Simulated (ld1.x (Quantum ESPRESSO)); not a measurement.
# Transferability test, ultrasoft potential for Pd (Z = 46)

```
Element                 : palladium (Pd)
Generator               : ld1.x (Quantum ESPRESSO) 7.5
Type                    : ultrasoft
Functional              : PBE
Relativity              : scalar-relativistic
Frozen core             : [Ar] 3d10
Valence charge          : 18
Reference configuration : 4s2 4p6 4d10 5s0 5p0
Partial waves           : 4s (bound): rcut 1.35, rcutus 1.80 bohr; 5s (bound, empty): rcut 1.35, rcutus 1.80 bohr; 4p (bound): rcut 1.40, rcutus 1.65 bohr; 5p (bound, empty): rcut 1.40, rcutus 1.65 bohr; 4d (bound): rcut 1.85, rcutus 2.00 bohr; 4d channel at 0.35 Ry: rcut 1.85, rcutus 2.00 bohr
Local potential         : all-electron potential smoothed inside 1.50 bohr (lloc = -2)
Core correction         : a·sin(br)/r model core inside 1.60 bohr
Augmentation charge     : PSQ, inside the norm-conserving radii
```

Energies are relative to the spin-unpolarised reference configuration 4s2 4p6 4d10 5s0 5p0; without spin polarisation the order of configurations can differ from experiment.

Its overlap operator is not positive definite in a basis up to 400 Ry (lowest eigenvalue s -0.33), so the file is unfit for use: the generalised eigenproblem breaks down once the basis is large enough, and its test numbers describe a broken file.

| valence configuration | charge | ΔE all-electron (eV) | error AE − PS (meV) |
| --- | --- | --- | --- |
| 4s2 4p6 4d9 5s0 5p0 | +1 | 9.115 | -5.6 |
| 4s2 4p6 4d8 5s0 5p0 | +2 | 29.934 | +19 |
| 4s2 4p6 4d7 5s0 5p0 | +3 | 64.293 | +114 |
| 4s2 4p6 4d8 5s1 5p0 | +1 | 13.640 | +51 |
| 4s2 4p6 4d9.5 5s0 5p0 | +0.5 | 3.234 | -2.0 |
| 4s2 4p6 4d9 5s1 5p0 | 0 | 1.501 | +8.1 |
| 4s2 4p5 4d10 5s0 5p0 | +1 | 57.165 | +53 |

The ghost test of this file was not conclusive.
